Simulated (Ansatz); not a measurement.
The first iterations of a band of C2H7FGeO (12 atoms, charge 0, multiplicity 1).

All numbers below come from RKS PBE0/def2-SVP (Ansatz).

```
movable images  : 5
climbing image  : yes
spring          : 5.0 eV/Å²
optimiser       : quadratic models (default)
start path      : through a guess of the saddle point
force threshold : 0.03 eV/Å
iteration limit : 60
end points      : relaxed
```

First end point:

```xyz
12
Properties=species:S:1:pos:R:3
C -1.780 0.067 0.981
O -0.687 0.507 0.208
C 0.246 -0.451 -0.069
F -0.275 -1.415 -0.918
Ge 1.775 0.425 -0.975
H -1.441 -0.358 1.944
H -2.371 -0.694 0.445
H -2.414 0.941 1.180
H 0.549 -0.996 0.851
H 2.417 1.445 -0.020
H 2.806 -0.651 -1.356
H 1.253 1.125 -2.237
```

Last end point:

```xyz
12
Properties=species:S:1:pos:R:3
C -1.820 0.040 0.906
O -0.756 0.443 0.074
C 0.300 -0.422 0.033
F -0.057 -1.604 -0.598
Ge 1.754 0.433 -1.007
H -2.273 -0.900 0.550
H -2.576 0.837 0.881
H -1.479 -0.100 1.949
H 0.621 -0.715 1.055
H 2.220 1.710 -0.287
H 2.927 -0.555 -1.120
H 1.215 0.777 -2.403
```

| iteration | highest image above the first end (eV) | largest band force component (eV/Å) |
| --- | --- | --- |
| 1 | 10.905 | 40.328 |
| 2 | 3.635 | 9.980 |
| 3 | 1.343 | 4.291 |
| 4 | 0.367 | 1.765 |

Task: Does the band converge within its limit, and where does its top end?

Result: It converged. It ended after 13 iterations with the highest image 0.068 eV above the first end. A vibrational analysis at the climbing image gives one clearly imaginary mode, 176i cm⁻¹: a first-order saddle point.

Time of the run: 4.2 min on 2 threads of Arm Neoverse V2 (shared host), peak memory 0.32 GiB.
